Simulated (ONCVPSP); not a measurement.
## Reading a pseudo-wave (Os)

Columns: radius, all-electron u(r) and pseudo u(r) of the 5p shell (level -51.05 eV) of osmium in the configuration [Kr] 4d10 4f14 5s2 5p6 5d6 6s2; LDA (Perdew-Wang 92), scalar-relativistic, ONCV scheme, ONCVPSP 4.0.1.

```csv
r (bohr),all-electron,pseudo
0.080,0.0368,0.0073
0.160,0.3552,0.0307
0.240,-0.1289,0.0742
0.320,-0.5202,0.1424
0.400,-0.5375,0.2374
0.480,-0.2924,0.3576
0.560,0.0537,0.4964
0.640,0.3924,0.6427
0.720,0.6712,0.7832
0.800,0.8734,0.9046
0.880,1.0014,0.9960
0.960,1.0665,1.0514
1.040,1.0819,1.0694
1.120,1.0609,1.0540
1.200,1.0147,1.0119
1.280,0.9524,0.9516
1.360,0.8809,0.8807
1.440,0.8054,0.8053
1.520,0.7296,0.7295
1.600,0.6560,0.6559
1.680,0.5862,0.5860
1.760,0.5211,0.5210
1.840,0.4612,0.4612
1.920,0.4068,0.4067
2.000,0.3577,0.3576
2.080,0.3137,0.3136
```

Task: How many radial nodes do the two functions have?

Result: The all-electron 5p function has n − l − 1 = 3 (the table is too coarse to show those close to the nucleus); the pseudo-wave has 0, since the states of the same l below it are removed with the core.

Task: At about which radius was the pseudo-wave matched?

Result: 1.60 bohr. The columns agree to 0.0005 from 1.36 bohr on; several derivatives are matched, so the curves merge somewhat inside the radius.

Task: Is the pseudo-wave norm-conserving?

Result: Yes: the ONCV scheme keeps the norm inside the radius equal to the all-electron one, which fixes the energy derivative of the logarithmic derivative at the level.
